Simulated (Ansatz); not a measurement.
Input file for Ansatz (an electronic-structure program): R-PBE0/def2-TZVPPD on H2 (SMILES [H][H]) with ghost functions. Files ending in .json are basis or fitting sets from the Basis Set Exchange.

Ansatz 0.2 input:
```yaml
crystal:
  periodic: [false, false, false]
  atoms:
    - {symbol: H, position_ang: [-0.31464169, -0.21504588, 0.47386967]}
    - {symbol: H, position_ang: [0.00558872, -0.00639791, -0.16753557]}
basis:
  gaussian:
    orbitals: def2-TZVPPD.json
    ghost_atoms:
      - {symbol: N, position_ang: [0.97302799, 0.69628619, 3.30529353]}
      - {symbol: C, position_ang: [-0.10162329, -0.01667039, 3.72155516]}
      - {symbol: O, position_ang: [-0.89303854, -0.56937865, 2.99126184]}
      - {symbol: H, position_ang: [1.15304325, 0.79253010, 2.31898976]}
      - {symbol: H, position_ang: [1.59399156, 1.13314147, 3.96287162]}
      - {symbol: H, position_ang: [-0.18779639, -0.04553007, 4.82310382]}
hamiltonian:
  xc: {name: PBE0}
scf: {lower_state_search: off}
```

Question: Give the final energy of this run.

Answer: -1.1685 hartree.
